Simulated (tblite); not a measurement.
C3H14OSi3.
Numbering: `[CH3:1][CH2:2][Si@H:3]([OH:4])[CH:5]([SiH3:6])[SiH3:7]` (hydrogens: H8, H9, H10 on C1; H11, H12 on C2; H13 on Si3; H14 on O4; H15 on C5; H16, H17, H18 on Si6; H19, H20, H21 on Si7)

Structure used (GFN2-xTB), in Å, numbered top down from 1:
```
atom  x, y, z in Å
C1    -3.0925   -0.8202   -0.2238
C2    -1.6440   -1.1002    0.1552
Si3   -0.6198    0.4846    0.3379
O4    -0.7660    1.2195   -1.1087
C5     1.2088    0.1457    0.7565
Si6    2.2037    1.7596    0.7896
Si7    2.0114   -1.1701   -0.3589
H8    -3.5802   -0.2233    0.5433
H9    -3.6515   -1.7472   -0.3457
H10   -3.1334   -0.2679   -1.1585
H11   -1.6200   -1.6628    1.0893
H12   -1.1992   -1.7412   -0.6065
H13   -1.1949    1.3481    1.3852
H14   -0.2698    2.0074   -1.3119
H15    1.2301   -0.2544    1.7732
H16    3.5843    1.5139    1.2111
H17    1.5905    2.7195    1.7141
H18    2.2222    2.3748   -0.5453
H19    1.3629   -2.4721   -0.1662
H20    1.9186   -0.7802   -1.7683
H21    3.4300   -1.3166   -0.0072
```

Computed with GFN2-xTB (tblite): harmonic, unscaled wavenumbers at the GFN2-xTB geometry, gas phase. Against measured fundamentals such values can be off by several per cent, at times by over 20. Modes of hydrogen on silicon can be 10 to 20 % off. One conformer, not necessarily the lowest.

Harmonic wavenumbers (cm⁻¹): 32.8, 49.2, 89.4, 115.5, 121.4, 145.2, 156.3, 177.4, 209.6, 235.2, 272.2, 285.0, 331.5, 481.6, 504.7, 515.8, 531.5, 627.8, 654.3, 705.9, 712.6, 738.7, 774.9, 781.8, 789.8, 793.3, 799.6, 808.2, 822.7, 835.9, 849.4, 897.1, 984.3, 1023.5, 1076.6, 1079.1, 1083.3, 1246.6, 1299.8, 1414.9, 1484.5, 1510.0, 1512.8, 2163.7, 2197.2, 2207.9, 2226.8, 2231.1, 2244.1, 2253.2, 2930.8, 2974.8, 2988.9, 3007.1, 3031.5, 3047.7, 3668.4.

A = 2012, B = 862.0, C = 697.2 MHz; mass 150.035 u (most abundant isotopes); point group C1, symmetry number 1.

What is the zero-point energy?

½Σν̃ = 33367 cm⁻¹ = 399.17 kJ/mol.

Give the ideal-gas entropy at 200 K and 1 bar in the rigid-rotor, harmonic-oscillator model (classical rotation).

Translation 163.05, rotation 120.39, vibration 120.91: S = 404.3 J/(mol K).

And Cp and H(200 K) − H(0)?

Cp = 155.92 J/(mol K), of which vibrations give 122.66 (their classical limit is 57 R = 473.9); H(200 K) − H(0) = 19.53 kJ/mol without the zero-point energy, 12.88 from vibrations.

Which modes carry the vibrational entropy at 200 K?

32.8 cm⁻¹: 20.34; 49.2 cm⁻¹: 16.99; 89.4 cm⁻¹: 12.13; 115.5 cm⁻¹: 10.09; 121.4 cm⁻¹: 9.70; 145.2 cm⁻¹: 8.32 J/(mol K); the other 51 give 43.34 together.

What must be added to the electronic energy to get the Gibbs energy at 200 K and 1 bar?

ZPE + [H(200 K) − H(0)] − T·S = 399.17 + 19.53 − 80.87 = 337.83 kJ/mol.

How do the functions run with temperature in this model?

| T (K) | S (J/(mol K)) | Cp (J/(mol K)) | H − H(0) (kJ/mol) | G − H(0) (kJ/mol) | ln q(vib) |
| --- | --- | --- | --- | --- | --- |
| 150 | 363.6 | 128.8 | 12.42 | -42.13 | 4.84 |
| 250 | 442.1 | 183.4 | 28.01 | -82.51 | 8.71 |
| 298.15 | 476.6 | 208.6 | 37.46 | -104.64 | 10.52 |
| 400 | 544.6 | 254.6 | 61.14 | -156.69 | 14.25 |
| 600 | 661.0 | 319.4 | 119.00 | -277.60 | 21.16 |
| 900 | 803.2 | 381.0 | 224.83 | -498.04 | 30.45 |

q(vib) and H(0) count from the zero-point level.

Hindered rotation and anharmonicity are outside this model. Other conformers, if any are populated, would add a mixing term that is left out. The structure is chiral; the term R ln 2 for an equal mix with its mirror image is left out.
